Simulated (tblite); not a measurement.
Compound: C₆H₁₁NOSi.
Numbering: `[CH3:1][CH2:2][Si@H:3]1[C:4](=[O:5])[CH:6]=[C:7]1[CH2:8][NH2:9]` (hydrogens: H10, H11, H12 on C1; H13, H14 on C2; H15 on Si3; H16 on C6; H17, H18 on C8; H19, H20 on N9)

Computed with GFN2-xTB (tblite), gas phase: L-BFGS steps from a force-field or distance-geometry start until the largest atomic force falls under 0.01 eV/Å.

Step 55: E = -736.6754 eV
```
atom  x, y, z in Å  |  force x, y, z in eV/Å
C1      1.9784   -1.5643    0.6519    0.018   0.003  -0.014
C2      2.0946   -0.1340    0.1304   -0.008   0.029   0.006
Si3     0.6712    0.9502    0.7484   -0.060   0.078   0.080
C4      0.0644    2.5615   -0.1726   -0.015  -0.009  -0.018
O5      0.4776    3.6537   -0.4724    0.035   0.016   0.015
C6     -1.2347    1.9274   -0.4509   -0.003   0.019  -0.006
C7     -1.0868    0.6882    0.0579   -0.057   0.017  -0.020
C8     -2.0630   -0.4321   -0.0152   -0.014  -0.030  -0.039
N9     -1.5859   -1.4007   -1.0016   -0.001  -0.017  -0.023
H10     1.9875   -1.5758    1.7397   -0.011  -0.006  -0.025
H11     1.0533   -2.0223    0.3099    0.016   0.029  -0.004
H12     2.8143   -2.1649    0.2999    0.004  -0.034  -0.010
H13     3.0406    0.2966    0.4616    0.035  -0.022  -0.012
H14     2.1179   -0.1403   -0.9603    0.008  -0.051  -0.008
H15     0.6550    1.0564    2.2122    0.039  -0.009   0.018
H16    -2.0859    2.3708   -0.9465    0.017  -0.004   0.001
H17    -3.0659   -0.0305   -0.2435   -0.019  -0.033  -0.027
H18    -2.1074   -0.9522    0.9475   -0.008   0.026   0.006
H19    -1.4520   -0.9467   -1.9004    0.003   0.033   0.035
H20    -2.2781   -2.1303   -1.1350    0.020  -0.034   0.044
```

Step 56: E = -736.6769 eV
```
atom  x, y, z in Å  |  force x, y, z in eV/Å
C1      1.9737   -1.5641    0.6461    0.009  -0.017   0.000
C2      2.0926   -0.1351    0.1249   -0.003   0.029   0.006
Si3     0.6705    0.9487    0.7444   -0.063   0.099   0.127
C4      0.0651    2.5638   -0.1726   -0.011  -0.021  -0.001
O5      0.4809    3.6548   -0.4739    0.022  -0.004   0.017
C6     -1.2367    1.9326   -0.4448   -0.009   0.019  -0.001
C7     -1.0897    0.6913    0.0594   -0.043   0.035  -0.017
C8     -2.0648   -0.4296   -0.0155   -0.001  -0.012  -0.054
N9     -1.5714   -1.4026   -0.9895   -0.006  -0.022  -0.024
H10     1.9754   -1.5734    1.7336    0.007  -0.014  -0.008
H11     1.0496   -2.0220    0.3026    0.005   0.021  -0.024
H12     2.8112   -2.1651    0.2986    0.001  -0.039  -0.004
H13     3.0401    0.2907    0.4559    0.044   0.000  -0.003
H14     2.1170   -0.1420   -0.9653    0.002  -0.044  -0.027
H15     0.6458    1.0500    2.2115    0.054  -0.011  -0.032
H16    -2.0902    2.3802   -0.9320    0.010  -0.002  -0.011
H17    -3.0637   -0.0292   -0.2612   -0.032  -0.042  -0.023
H18    -2.1227   -0.9429    0.9506    0.001   0.036  -0.013
H19    -1.4323   -0.9552   -1.8916   -0.012   0.014   0.064
H20    -2.2557   -2.1403   -1.1200    0.027  -0.025   0.029
```

Step 57: E = -736.6785 eV
```
atom  x, y, z in Å  |  force x, y, z in eV/Å
C1      1.9695   -1.5639    0.6397   -0.006  -0.028   0.015
C2      2.0900   -0.1355    0.1193    0.004   0.022   0.007
Si3     0.6684    0.9485    0.7428   -0.042   0.080   0.126
C4      0.0661    2.5659   -0.1725   -0.006  -0.019   0.022
O5      0.4860    3.6555   -0.4743    0.004  -0.026   0.015
C6     -1.2386    1.9386   -0.4391   -0.015   0.017   0.003
C7     -1.0937    0.6950    0.0602   -0.018   0.043  -0.006
C8     -2.0672   -0.4275   -0.0167    0.012   0.014  -0.056
N9     -1.5571   -1.4050   -0.9772   -0.001  -0.015  -0.014
H10     1.9629   -1.5705    1.7267    0.030  -0.026   0.014
H11     1.0461   -2.0209    0.2947   -0.008   0.007  -0.045
H12     2.8082   -2.1662    0.2969   -0.009  -0.031   0.003
H13     3.0400    0.2848    0.4496    0.041   0.024   0.004
H14     2.1160   -0.1448   -0.9707   -0.013  -0.025  -0.034
H15     0.6370    1.0439    2.2117    0.065  -0.010  -0.059
H16    -2.0937    2.3903   -0.9182   -0.006   0.006  -0.031
H17    -3.0627   -0.0299   -0.2795   -0.039  -0.048  -0.020
H18    -2.1374   -0.9328    0.9534    0.007   0.042  -0.032
H19    -1.4129   -0.9629   -1.8817   -0.028  -0.015   0.079
H20    -2.2321   -2.1519   -1.1037    0.028  -0.015   0.007
```

Step 58: E = -736.6800 eV
```
atom  x, y, z in Å  |  force x, y, z in eV/Å
C1      1.9656   -1.5642    0.6339   -0.021  -0.023   0.022
C2      2.0876   -0.1354    0.1142    0.012   0.009   0.007
Si3     0.6658    0.9498    0.7428   -0.005   0.027   0.068
C4      0.0667    2.5678   -0.1718   -0.009  -0.005   0.045
O5      0.4910    3.6555   -0.4744   -0.009  -0.037   0.009
C6     -1.2412    1.9450   -0.4336   -0.021   0.013   0.003
C7     -1.0978    0.6991    0.0604    0.004   0.041   0.006
C8     -2.0693   -0.4255   -0.0191    0.014   0.031  -0.041
N9     -1.5441   -1.4084   -0.9656    0.002  -0.002   0.014
H10     1.9516   -1.5682    1.7204    0.046  -0.038   0.031
H11     1.0428   -2.0194    0.2865   -0.017  -0.005  -0.058
H12     2.8052   -2.1687    0.2956   -0.022  -0.013   0.010
H13     3.0403    0.2799    0.4439    0.024   0.041   0.006
H14     2.1156   -0.1483   -0.9761   -0.031   0.001  -0.019
H15     0.6307    1.0389    2.2111    0.072  -0.006  -0.046
H16    -2.0979    2.4005   -0.9050   -0.013   0.013  -0.047
H17    -3.0628   -0.0320   -0.2973   -0.029  -0.053  -0.017
H18    -2.1502   -0.9219    0.9554    0.010   0.046  -0.051
H19    -1.3939   -0.9707   -1.8711   -0.037  -0.038   0.067
H20    -2.2109   -2.1631   -1.0890    0.030  -0.003  -0.010
```

**Question.** Estimate the geometry and energy of step 59. (The exact step hangs on the optimiser's Hessian estimate; all steps are aligned on step 58, rigid shifts and turns removed.)

**Answer.** E = -736.6813 eV, largest force 0.077 eV/Å
```
atom  x, y, z in Å  |  force x, y, z in eV/Å
C1      1.9626   -1.5647    0.6298   -0.028  -0.008   0.021
C2      2.0857   -0.1350    0.1107    0.016  -0.006   0.009
Si3     0.6635    0.9516    0.7446    0.026  -0.031  -0.012
C4      0.0669    2.5692   -0.1699   -0.015   0.012   0.055
O5      0.4954    3.6548   -0.4745   -0.012  -0.034   0.004
C6     -1.2434    1.9507   -0.4295   -0.019   0.011   0.003
C7     -1.1011    0.7030    0.0601    0.012   0.026   0.011
C8     -2.0708   -0.4235   -0.0219    0.010   0.038  -0.018
N9     -1.5349   -1.4113   -0.9565    0.014   0.005   0.034
H10     1.9442   -1.5673    1.7161    0.050  -0.047   0.036
H11     1.0402   -2.0183    0.2792   -0.018  -0.010  -0.056
H12     2.8027   -2.1711    0.2947   -0.032   0.006   0.013
H13     3.0408    0.2772    0.4394    0.001   0.046   0.003
H14     2.1140   -0.1509   -0.9803   -0.043   0.023   0.006
H15     0.6267    1.0350    2.2107    0.074   0.000  -0.007
H16    -2.1005    2.4092   -0.8967   -0.015   0.016  -0.055
H17    -3.0637   -0.0355   -0.3103   -0.017  -0.047  -0.018
H18    -2.1582   -0.9130    0.9555    0.007   0.042  -0.045
H19    -1.3806   -0.9772   -1.8622   -0.036  -0.049   0.035
H20    -2.1948   -2.1722   -1.0779    0.026   0.007  -0.016
```

The energy changes by -0.0013 eV. The first-order estimate −F·Δx gives -0.0018 eV and the mean of the old and new forces, exact on a quadratic surface, -0.0013 eV. The step makes an angle of 80° with the force vector and moves no atom by more than 0.022 Å.

What follows is the cost of the whole relaxation. The run took 1.4 s wall on Arm Neoverse V1, one thread, no GPU, shared host with 32 logical CPUs at a one-minute load of 4.3.
